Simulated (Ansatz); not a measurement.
Reaction: BN2H4 (SMILES [B](N)N, doublet) → BN2H4 (SMILES [NH]BN, doublet)
Each species at its own B3LYP-D3(BJ)/def2-TZVP minimum (Ansatz, an electronic-structure program), one conformer.

Quantity: isomerisation energy (electronic), in kcal/mol. Radicals and triplets start from unrestricted determinants; spin-orbit coupling is neglected. CBS(X,Y): correlation extrapolated as X^-3, Hartree-Fock from the larger set. A bracket is a step between two methods taken in the basis named. The functionals are non-relativistic, so their misses hold any scalar relativity. 'core' is core correlation in cc-pwCVTZ, 'X2C' scalar relativity in cc-pVTZ-DK, both at CCSD(T).

CCSD(T)/CBS(cc-pVTZ,cc-pVQZ) + [CCSDT(Q) - CCSD(T)]/cc-pVDZ + core + X2C (Ansatz) gives 8.4 kcal/mol.

Task: How far off this value is PBE/def2-TZVPD (Ansatz), in which direction, and which of these levels come nearer: r2SCAN/def2-TZVPD, B3LYP/def2-TZVPD, PBE0/def2-TZVPD, wB97M-V/def2-TZVPD, CCSD(T)/CBS(cc-pVTZ,cc-pVQZ) + core + X2C?

Result: PBE gives 9.1 kcal/mol, 0.7 kcal/mol above it. Differences of the others: r2SCAN/def2-TZVPD (Ansatz) -0.6; B3LYP/def2-TZVPD (Ansatz) -2.4; PBE0/def2-TZVPD (Ansatz) 0.3; wB97M-V/def2-TZVPD (Ansatz) -2.3; CCSD(T)/CBS(cc-pVTZ,cc-pVQZ) + core + X2C (Ansatz) 0.1 kcal/mol. Nearer than PBE: r2SCAN/def2-TZVPD, PBE0/def2-TZVPD, CCSD(T)/CBS(cc-pVTZ,cc-pVQZ) + core + X2C.
